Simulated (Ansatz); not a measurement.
C₃H₁₁BOS, relaxed with RKS PBE0-D4/def2-TZVP in Ansatz from a PBE-D4/def2-SVP geometry. The force threshold is 0.005 eV/Å; the program also tests the step.

Total charge 0; spin multiplicity 1. The bonds changed during the relaxation, so this is another structure than the one it started from.

Start:

```xyz
17

C    -1.901   -0.553   -0.762
O    -0.836    0.386   -0.787
B    -0.018    0.609    0.299
C    -0.234   -0.162    1.664
C     1.141    1.659    0.080
S     1.604   -2.008   -1.557
H    -2.573   -0.401    0.109
H    -2.493   -0.430   -1.690
H    -1.511   -1.594   -0.723
H     0.408    0.212    2.484
H     0.014   -1.236    1.508
H    -1.289   -0.140    2.011
H     1.000    2.524    0.766
H     2.125    1.225    0.363
H     1.204    2.045   -0.956
H     2.536   -1.210   -0.967
H     0.822   -0.928   -1.843
```

**Question.** How much energy does the relaxation release, and in how many steps? (Estimate.)

**Answer.** Ansatz gave: 1.53 kcal/mol, in 16 steps.

**Question.** Which bonds change most? (Best estimate.)

**Answer.** Computed: S6–H16 from 1.362 to 1.341 Å; S6–H17 from 1.364 to 1.344 Å; C1–H9 from 1.112 to 1.094 Å; C1–H8 from 1.108 to 1.090 Å.

**Question.** Give the relaxed structure. (Estimate.)

**Answer.** Computed: 
```xyz
17

C    -1.897   -0.573   -0.712
O    -0.813    0.331   -0.757
B    -0.034    0.582    0.335
C    -0.319   -0.114    1.716
C     1.152    1.586    0.121
S     1.718   -1.938   -1.767
H    -2.644   -0.263    0.024
H    -2.361   -0.586   -1.698
H    -1.558   -1.583   -0.464
H     0.316    0.262    2.519
H    -0.135   -1.193    1.630
H    -1.363   -0.011    2.031
H     1.001    2.478    0.741
H     2.096    1.150    0.466
H     1.268    1.909   -0.916
H     2.711   -1.127   -1.372
H     0.861   -0.911   -1.897
```
